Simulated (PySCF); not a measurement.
# Stretching SnF⁺

Set-up: Sn cc-pVDZ-PP with ECP28, F cc-pVDZ; scalar-relativistic core potentials (PySCF 2.14). Energies in eV from Sn⁺ + F in their ground configurations at the same level. State: ¹Σ⁺ (singlet), closed shell.

All columns are ωB97X. A positive dipole points towards F; it is taken about the centre of mass and depends on that origin.

```tsv
R (Å)	E (eV)	μ (D)	Mulliken charge on Sn (basis-dependent)	HOMO (eV)	LUMO (eV)	Mayer bond order	⟨S²⟩
1.647	-3.555	-2.12	1.33	-18.52	-6.88	1.14	0.00
1.724	-4.432	-2.53	1.33	-18.61	-7.00	1.15	0.00
1.800	-4.900	-2.93	1.33	-18.64	-7.13	1.15	0.00
1.858	-5.058	-3.23	1.33	-18.62	-7.22	1.15	0.00
1.915	-5.090	-3.52	1.34	-18.57	-7.32	1.14	0.00
1.972	-5.029	-3.81	1.34	-18.47	-7.41	1.14	0.00
2.049	-4.839	-4.18	1.35	-18.30	-7.53	1.13	0.00
2.145	-4.486	-4.63	1.36	-18.01	-7.67	1.11	0.00
2.260	-3.963	-5.15	1.37	-17.41	-7.83	1.09	0.00
2.413	-3.199	-5.80	1.37	-16.70	-8.04	1.07	0.00
```

A fit through these points gives, at Re = 1.904 Å, μ = -3.46 D and dμ/dR = -5.06 D/Å; the reduced mass is 16.4 u.

Problem. How strong is the fundamental in the double-harmonic approximation, I = 42.26·(dμ/dR)²/μred km/mol?

Solution. I = 42.26·(-5.06)²/16.4 = 66.0 km/mol at ωB97X.

Spin–orbit coupling is left out, which matters for elements this heavy, above all for dissociation energies. For an ion De counts to the pair picked by the measured ionisation energies or electron affinities, which need not be the lowest pair at this level.
